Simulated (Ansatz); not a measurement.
Compare A (`C=C=C[CH2][GeH3]`) with its isomer B (`C=[C]1[CH2][GeH]1[CH3]`).

Program: Ansatz. Geometries: PBE0-D4/def2-TZVP. ΔE: electronic, gas phase. CCSD(T)/CBS adds triple-zeta CCSD(T) − MP2 to the extrapolated MP2 energy (def2 sets, frozen cores). DFT in def2-TZVPP. For Ge outer-core shells are correlated without core-valence functions, which leaves a few kJ/mol of doubt a bond. Scalar relativity is left out up to krypton. Each species was taken in one conformer, which may not be the lowest.

A:

```xyz
13

C     0.072   -0.357   -2.783
C     0.187   -0.613   -1.513
C     0.306   -0.863   -0.240
C     0.766    0.120    0.787
Ge   -0.732    0.732    1.913
H    -0.848    0.046   -3.196
H     0.890   -0.540   -3.473
H     0.024   -1.854    0.112
H     1.217    0.995    0.317
H     1.512   -0.331    1.446
H    -0.216    1.647    3.040
H    -1.436   -0.485    2.540
H    -1.742    1.505    1.049
```

B:

```xyz
13

C    -1.131   -0.886   -1.864
C    -0.273   -0.275   -1.071
C     0.337    1.088   -0.955
Ge    0.889   -0.184    0.442
C     0.149   -0.011    2.231
H    -1.587   -0.373   -2.709
H    -1.414   -1.922   -1.708
H     1.063    1.370   -1.715
H    -0.328    1.907   -0.684
H     2.290   -0.784    0.322
H     0.052   -0.991    2.699
H    -0.838    0.446    2.161
H     0.791    0.615    2.850
```

Question: Which is lower in electronic energy at CCSD(T)/CBS, and by how much? (An estimate is asked.)

Answer: The calculation gave: A, by 0.1 kcal/mol. So small a gap doesn't settle the order.

Question: Give E(B) − E(A) in kcal/mol with PBE-D4, r2SCAN-D4, CCSD/def2-TZVPP, ωB97M-V, HF/def2-TZVPP, CCSD(T)/def2-TZVPP, B2PLYP. (An estimate is asked.)

Answer: Computed: PBE-D4 1.0, r2SCAN-D4 1.7, CCSD/def2-TZVPP 1.8, ωB97M-V 2.0, HF/def2-TZVPP 9.2, CCSD(T)/def2-TZVPP 1.0, B2PLYP 2.9. None reverses the order clearly.

Largest T1 diagnostic: 0.012.

In def2-TZVPP, CCSD(T) changes the Hartree–Fock value by −8.2 kcal/mol (the triples alone add −0.9 kcal/mol) and MP2 by −11.2 kcal/mol.
